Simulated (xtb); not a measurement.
hydrogen bromide (HBr), singlet, at a GFN2-xTB geometry. Base run: xtb with GFN2-xTB.

Geometry (Å):
```xyz
2

Br     0.0000     0.0000    -0.0389
H      0.0000     0.0000     1.3627
```
All else is at xtb's defaults.
Base energy -4.58872 Eh.

The base run was repeated with changes; each row names its change, and settings that it needs were set with it.

```csv
change,ΔE vs base (kJ/mol),HOMO-LUMO gap (eV),dipole (D),SCF cycles
base,0.00,7.07,2.56,9
acc = 1000,0.10,7.09,2.46,4
etemp = 3000,0.00,7.07,2.56,9
acc = 0.0001,0.00,7.07,2.56,12
etemp = 1000,0.00,7.07,2.56,9
alpb = ch2cl2,?,?,?,9
```

Task: Complete the blanks.

Result: 
- alpb = ch2cl2, ΔE vs base (kJ/mol): -9.22
- alpb = ch2cl2, HOMO-LUMO gap (eV): 7.21
- alpb = ch2cl2, dipole (D): 2.58

ALPB and GBSA are two models with their own fitted parameters for each solvent, which aren't always the measured dielectric constant.
